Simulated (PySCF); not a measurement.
Species: C₄H₁₄Si₃.
Cartesian coordinates in Å at the PBE0-D3(BJ)/def2-SVP level; atoms count from 1:
```xyz
21
C4H14Si3 angstrom
Si     1.0103   -0.5912   -1.8800
C      0.5228    0.1890   -0.2214
Si     1.7296    1.5900    0.2015
Si     0.6840   -1.1417    1.1186
C     -0.8631    0.8151   -0.3999
C     -2.1455    0.0333   -0.3132
C     -1.8200    1.0560    0.7350
H      2.4195   -1.0902   -1.8510
H      0.8832    0.4343   -2.9625
H      0.1002   -1.7353   -2.1962
H      1.6747    2.6307   -0.8725
H      1.3450    2.2239    1.5003
H      3.1315    1.0807    0.3081
H      2.0865   -1.6543    1.0997
H     -0.2380   -2.2938    0.8729
H      0.4034   -0.5964    2.4833
H     -0.8754    1.6014   -1.1663
H     -2.0860   -1.0213   -0.0302
H     -2.9313    0.2536   -1.0400
H     -2.3782    1.9957    0.7458
H     -1.5413    0.6959    1.7292
```

All values: PBE0/pcSseg-1 and CAM-B3LYP/def2-SVPD (PySCF, non-relativistic), on one gas-phase PBE0-D3(BJ)/def2-SVP geometry that isn't relaxed in the solvent. The solvent is an IEF-PCM continuum (Bondi radii, 1.10 Å for H, scaled by 1.2). Specific hydrogen bonds and non-electrostatic terms are outside this model.

Gas phase at PBE0/pcSseg-1: HOMO -7.70 eV, LUMO 0.24 eV, dipole 0.96 D.

Q: What does the continuum do to the energy, the frontier levels and the dipole at PBE0/pcSseg-1 in chloroform and tetrahydrofuran?

A: 
| solvent | ε | E(solvent) − E(gas) (kcal/mol) | polarisation term (kcal/mol) | distortion of the solute (kcal/mol) | HOMO (eV) | LUMO (eV) | dipole (D) |
| --- | --- | --- | --- | --- | --- | --- | --- |
| chloroform | 4.711 | -0.74 | -0.77 | 0.03 | -7.57 | 0.34 | 1.13 |
| tetrahydrofuran | 7.426 | -0.85 | -0.90 | 0.05 | -7.56 | 0.35 | 1.16 |

The first energy column is the sum of the next two and covers electrostatics alone. From chloroform to tetrahydrofuran the lowering changes by a factor 1.15, Onsager's factor (ε − 1)/(2ε + 1) by 1.14 and ε itself by 1.6.

Q: Give the dipole vector in the frame of the coordinates (D, pointing from negative to positive charge), gas and tetrahydrofuran.

A: Gas (-0.90, 0.32, -0.02), solvent (-1.09, 0.40, -0.04). Its length changes by +21 % and its direction by less than 1°.

Q: Which IAO charges (PBE0/pcSseg-1) respond most in chloroform (means over atoms taken as equivalent)?

A: 
| atoms | environment | gas (e) | solvent (e) | change |
| --- | --- | --- | --- | --- |
| H17 | methine hydrogen | +0.137 | +0.142 | +0.005 |
| C6/C7 | three-membered-ring carbon | -0.289 | -0.293 | -0.004 |
| H19/H20 | methylene hydrogen | +0.150 | +0.153 | +0.003 |
| Si1/Si3/Si4 | SiH3 silicon | +0.563 | +0.565 | +0.002 |
| C5 | three-membered-ring carbon | -0.130 | -0.131 | -0.001 |
| H18/H21 | methylene hydrogen | +0.145 | +0.147 | +0.002 |
| H8 (×9) | Si–H hydrogen | -0.107 | -0.108 | -0.001 |
| C2 | sp3 carbon bound to silicon | -0.746 | -0.745 | +0.001 |

Gas phase at CAM-B3LYP/def2-SVPD: HOMO -8.97 eV, LUMO 1.12 eV, dipole 0.92 D.

Q: What does the continuum do to the energy, the frontier levels and the dipole at CAM-B3LYP/def2-SVPD in chloroform?

A: 
| solvent | ε | E(solvent) − E(gas) (kcal/mol) | polarisation term (kcal/mol) | distortion of the solute (kcal/mol) | HOMO (eV) | LUMO (eV) | dipole (D) |
| --- | --- | --- | --- | --- | --- | --- | --- |
| chloroform | 4.711 | -0.72 | -0.77 | 0.05 | -8.83 | 1.22 | 1.12 |

Q: How does the static polarisability (CAM-B3LYP/def2-SVPD, frozen core, with the continuum's full static response) change?

A: 
```csv
medium,isotropic (au),principal values (au),⟨r²⟩ of the electrons (bohr²)
gas,125.8,"121.5, 126.0, 130.0",1459.0
chloroform,160.0,"155.1, 160.6, 164.2",1459.2
```

The isotropic value in chloroform is 1.27 times the gas-phase one; no cavity-field correction is applied. ⟨r²⟩ is taken about the centre of nuclear charge.
